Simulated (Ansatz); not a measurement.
```yaml
crystal:
  periodic: [false, false, false]
  atoms:
    - {symbol: O, position_ang: [-0.647373, -1.963442, -1.084979]}
    - {symbol: Ga, position_ang: [0.683439, -0.926580, -0.509580]}
    - {symbol: Si, position_ang: [0.003911, 1.104031, 0.603741]}
    - {symbol: F, position_ang: [-1.577567, 1.219598, 0.664311]}
    - {symbol: F, position_ang: [0.523435, 2.409566, -0.129319]}
    - {symbol: F, position_ang: [0.519501, 1.186211, 2.100096]}
    - {symbol: H, position_ang: [-1.528015, -1.627763, -0.903362]}
    - {symbol: H, position_ang: [2.114867, -1.458620, -0.796708]}
basis:
  gaussian: {orbitals: def2-TZVPD}
magnetization: {spin_polarized: true, initial_magnetization: 1}
hamiltonian: {xc: {name: B2GP-PLYP}}
output: {forces: true}
```

```sh
$ ansatz run in.yaml --threads 4 --pin off --events-out ev --progress --plain --max-ram 10444MiB
```

Output, abridged:

```
Error: a molecule whose nuclei and cores have a total charge of 82 cannot have a net charge of 0 together with 1 unpaired electrons
```

**Question.** What is wrong with this run?

**Answer.** The number of unpaired electrons doesn't fit the electron count. The program refused the input.
